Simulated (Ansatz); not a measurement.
The cluster Sn2F3, relaxed as a doublet with UKS PBE0-D4/def2-SVP in Ansatz, starting from the GFN1-xTB geometry. Force threshold 0.02 eV/Å.

In the def2 sets Sn takes a core potential; there is no spin–orbit coupling. The relaxation made no stability test and no search for a lower SCF solution. The structure comes from a short search, and lower isomers may exist.

Start:

```tsv
atom	x (Å)	y (Å)	z (Å)
Sn1	-0.7428	0.6295	-0.2176
Sn2	1.5401	-1.4318	-0.2996
F3	-1.7461	1.7322	1.1038
F4	0.6069	-0.2902	1.2770
F5	0.3419	-0.6396	-1.8635
```

```tsv
step	energy (eV)	largest force component (eV/Å)	SCF passes
1	-19801.9836	1.423	19
2	-19802.4537	0.812	30
3	-19802.6072	0.796	24
4	-19802.7008	0.555	25
5	-19802.7289	0.161	25
6	-19802.7395	0.139	22
7	-19802.7555	0.157	22
8	-19802.8490	0.642	28
9	-19803.0171	0.901	28
10	-19803.1679	1.081	26
11	-19803.3694	0.471	25
12	-19803.4518	0.142	26
13	-19803.4650	0.051	26
14	-19803.4656	0.011	25
```

Force components are those of the run's own axes.

End:

```xyz
5

Sn   -0.421    1.336   -0.351
Sn    1.206   -1.693    0.015
F    -1.756    0.577    0.854
F     1.128    0.357    0.746
F    -0.157   -0.577   -1.265
```

By distances, no bond broke or formed. The bond that changes most is Sn1–F5, from 2.34 to 2.14 Å (atoms count from 1). The end is the same structure that another start reached, the lowest one found.

No frequencies were taken in this run, so the end may be a saddle point.

It took 27 s on 4 threads of Arm Neoverse V2 on a shared host.
